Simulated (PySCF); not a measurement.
F₂Zr, SMILES [F][Zr][F], multiplicity 1. Atoms are numbered in the order given.

```xyz
3

Zr     0.0000     0.0000     0.0000
F      0.0000     0.0000    -1.9158
F      0.0000     0.0000     1.9158
```

The structure is a stationary point at r2SCAN-D4/def2-TZVP. A frequency run showed that this geometry is not a minimum. The multiplicity is an assumed one; other spin states were not compared. The def2 effective core potentials stand for the cores of Zr; spin–orbit coupling is left out.

These are r2SCAN/def2-TZVPD in PySCF values and carry that method's errors.

The molecule is in vacuum.

```
Item                                                                                                           Result
---------------------------------------------------------------------------------------------  ----------------------
total energy                                                                                       -246.81754 hartree
point group                                                                                                       D∞h
highest occupied level                                                                                       -5.07 eV
lowest empty level                                                                                           -5.01 eV
orbital gap                                                                                                   0.06 eV
dipole moment                                                                                                  0.00 D
quadrupole, principal values (traceless, Buckingham form, about the centre of nuclear charge)   -9.33, 4.67, 4.67 D·Å
mean static polarisability                                                                      76.7 bohr³ (11.37 Å³)
polarisability, principal values                                                               56.7, 86.7, 86.7 bohr³
```
